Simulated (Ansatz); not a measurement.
Geometry optimisation, Ansatz 0.2.0, RKS LDA/def2-SVP.

input.yaml

```yaml
crystal:
  periodic: [false, false, false]
  atoms:
    - { symbol: Al, position_ang: [0.0, 0.0, 0.0] }
    - { symbol: H, position_ang: [0.0, 0.0, 1.91] }
    - { symbol: F, position_ang: [1.4635, 0.0, -0.845] }
    - { symbol: F, position_ang: [-1.4635, 0.0, -0.845] }
    - { symbol: "N", position_ang: [0.0928, -2.1047, 0.7] }
    - { symbol: H, position_ang: [-0.4256, -2.8627, 0.1705] }
    - { symbol: H, position_ang: [0.6555, -2.3517, 1.5637] }
    - { symbol: H, position_ang: [0.0453, -1.027, 1.8385] }
basis:
  gaussian: { orbitals: def2-SVP }
hamiltonian:
  xc: lda
relax:
  f_tol: 0.15
  max_steps: 25
  restrain:
    - { distance: [0, 4], at: 3.12, k: 30.0 }
    - { distance: [7, 1], at: 1.86, k: 30.0 }
    - { distance: [0, 1], at: 1.56, k: 30.0 }
    - { distance: [7, 4], at: 1.06, k: 30.0 }
```

Command:

```bash
$ ansatz run input.yaml --threads 1 --pin off --max-ram 2048MiB --backend cpu --events-out ev --progress --plain --runs-dir out
```

Q: Where does it end, and by what steps?

A: The run converged. The restraints hold the end off the free minimum; the threshold counts their pulls, which the force column leaves out. Restrained pairs: Al1–N5 (2.22 → 3.10 Å), H2–H8 (1.03 → 1.87 Å), Al1–H2 (1.91 → 1.57 Å), N5–H8 (1.57 → 1.04 Å). After 9 steps the energy has fallen by 1.926 eV (the restraints' own energy left out); N5 moved furthest, 0.79 Å.

```json
{"step": "0", "energy less start (eV)": "0.0000", "largest force component (eV/Å)": "4.258", "accepted": "yes"}
{"step": "1", "energy less start (eV)": "0.3439", "largest force component (eV/Å)": "4.512", "accepted": "yes"}
{"step": "2", "energy less start (eV)": "-0.0595", "largest force component (eV/Å)": "4.609", "accepted": "yes"}
{"step": "3", "energy less start (eV)": "-0.9063", "largest force component (eV/Å)": "2.868", "accepted": "yes"}
{"step": "4", "energy less start (eV)": "-1.5616", "largest force component (eV/Å)": "1.844", "accepted": "yes"}
{"step": "5", "energy less start (eV)": "-1.8474", "largest force component (eV/Å)": "0.902", "accepted": "yes"}
{"step": "6", "energy less start (eV)": "-1.9042", "largest force component (eV/Å)": "0.857", "accepted": "yes"}
{"step": "7", "energy less start (eV)": "-1.9277", "largest force component (eV/Å)": "0.915", "accepted": "yes"}
{"step": "8", "energy less start (eV)": "-1.9020", "largest force component (eV/Å)": "1.075", "accepted": "no"}
{"step": "9", "energy less start (eV)": "-1.9256", "largest force component (eV/Å)": "0.888", "accepted": "yes"}
```

```xyz
8
Properties=species:S:1:pos:R:3
Al 0.018 0.242 -0.041
H -0.155 0.310 1.513
F 1.515 0.368 -0.732
F -1.302 0.192 -1.040
N 0.041 -2.517 1.375
H -0.625 -2.781 0.636
H 1.014 -2.614 1.061
H -0.137 -1.547 1.720
```

The run took 15 s on 1 thread of Arm Neoverse V1 (shared host), peak memory 0.14 GiB.
